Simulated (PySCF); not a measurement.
ISn (SMILES [Sn][I]), doublet, at a GFN2-xTB geometry (such geometries of metal compounds can be far from the true shape) (the spin is typed, not shown lowest) (core potentials on I, Sn); DF-PBE/def2-SVPD run with PySCF.

Input for PySCF:
```python
from pyscf import gto, scf, dft

mol = gto.Mole()
mol.atom = '''
    Sn   -0.000000   -0.000000   -1.394425
    I     0.000000    0.000000    1.315496
'''
mol.basis = 'def2-svpd'
mol.ecp = {'I': 'def2-svpd', 'Sn': 'def2-svpd'}
mol.charge = 0
mol.spin = 1
mol.verbose = 4
mol.build()

mf = dft.UKS(mol)
mf.xc = 'pbe'
mf = mf.density_fit(auxbasis='def2-universal-jkfit')
mf.kernel()
```

What the program printed (banner, timings and long lists left out):

```
PySCF version 2.14.0

[INPUT] verbose = 4
[INPUT] num. atoms = 2
[INPUT] num. electrons = 47
[INPUT] charge = 0
[INPUT] spin (= nelec alpha-beta = 2S) = 1
[INPUT] symmetry False subgroup None
[INPUT] Mole.unit = angstrom
[INPUT] Symbol           X                Y                Z      unit          X                Y                Z       unit  Magmom
[INPUT]  1 Sn     0.000000000000   0.000000000000  -1.394425000000 AA    0.000000000000   0.000000000000  -2.635081351247 Bohr   0.0
[INPUT]  2 I      0.000000000000   0.000000000000   1.315496000000 AA    0.000000000000   0.000000000000   2.485927157961 Bohr   0.0

nuclear repulsion = 107.400719801795
number of shells = 25
number of NR pGTOs = 137
number of NR cGTOs = 67
basis = def2-svpd
ecp = {'I': 'def2-svpd', 'Sn': 'def2-svpd'}

******** <class 'pyscf.df.df_jk.DFUKS'> ********
method = DFUKS
initial guess = minao
damping factor = 0
level_shift factor = 0
DIIS = <class 'pyscf.scf.diis.CDIIS'>
diis_start_cycle = 1
diis_space = 8
diis_damp = 0
SCF conv_tol = 1e-09
SCF conv_tol_grad = None
SCF max_cycles = 50
direct_scf = False
number electrons alpha = 24  beta = 23
XC library pyscf.dft.libxc version 7.1.2
    S. Lehtola, C. Steigemann, M. J. T. Oliveira, and M. A. L. Marques,  SoftwareX 7, 1–5 (2018)
XC functionals = pbe
    J. P. Perdew, K. Burke, and M. Ernzerhof,  Phys. Rev. Lett. 77, 3865 (1996)
    J. P. Perdew, K. Burke, and M. Ernzerhof,  Phys. Rev. Lett. 78, 1396 (1997)
    J. P. Perdew, K. Burke, and M. Ernzerhof,  Phys. Rev. Lett. 77, 3865 (1996)
    J. P. Perdew, K. Burke, and M. Ernzerhof,  Phys. Rev. Lett. 78, 1396 (1997)
radial grids:
    Treutler-Ahlrichs [JCP 102, 346 (1995); DOI:10.1063/1.469408] (M4) radial grids

becke partition: Becke, JCP 88, 2547 (1988); DOI:10.1063/1.454033
pruning grids: <function nwchem_prune>
grids dens level: 3
symmetrized grids: False
atomic radii adjust function: <function treutler_atomic_radii_adjust>
small_rho_cutoff = 0
Set gradient conv threshold to 3.16228e-05
tot grids = 43920
init E= -458.008504452372

cycle= 1 E= -509.60856330135  delta_E= -51.6  |g|= 2.73  |ddm|=  8.8
cycle= 2 E= -505.345791398764  delta_E= 4.26  |g|= 2.74  |ddm|= 20.7
cycle= 3 E= -510.25473871696  delta_E= -4.91  |g|= 1.22  |ddm|= 19.7
cycle= 4 E= -511.57769994109  delta_E= -1.32  |g|= 0.739  |ddm|= 3.16
cycle= 5 E= -511.943847422867  delta_E= -0.366  |g|= 0.283  |ddm|= 1.85
cycle= 6 E= -512.012167957319  delta_E= -0.0683  |g|= 0.0915  |ddm|= 0.546
cycle= 7 E= -512.018732718912  delta_E= -0.00656  |g|= 0.0235  |ddm|= 0.183
cycle= 8 E= -512.019108128232  delta_E= -0.000375  |g|= 0.0067  |ddm|= 0.0357
cycle= 9 E= -512.019163296114  delta_E= -5.52e-05  |g|= 0.000978  |ddm|= 0.0147
cycle= 10 E= -512.019164214807  delta_E= -9.19e-07  |g|= 0.00034  |ddm|= 0.00202
cycle= 11 E= -512.019164336064  delta_E= -1.21e-07  |g|= 3.02e-05  |ddm|= 0.000661
cycle= 12 E= -512.019164336812  delta_E= -7.48e-10  |g|= 3.96e-06  |ddm|= 6.14e-05
Extra cycle  E= -512.019164336809  delta_E= 3.52e-12  |g|= 4.97e-06  |ddm|= 1.86e-05
converged SCF energy = -512.019164336809  <S^2> = 0.75304304  2S+1 = 2.0030407
```
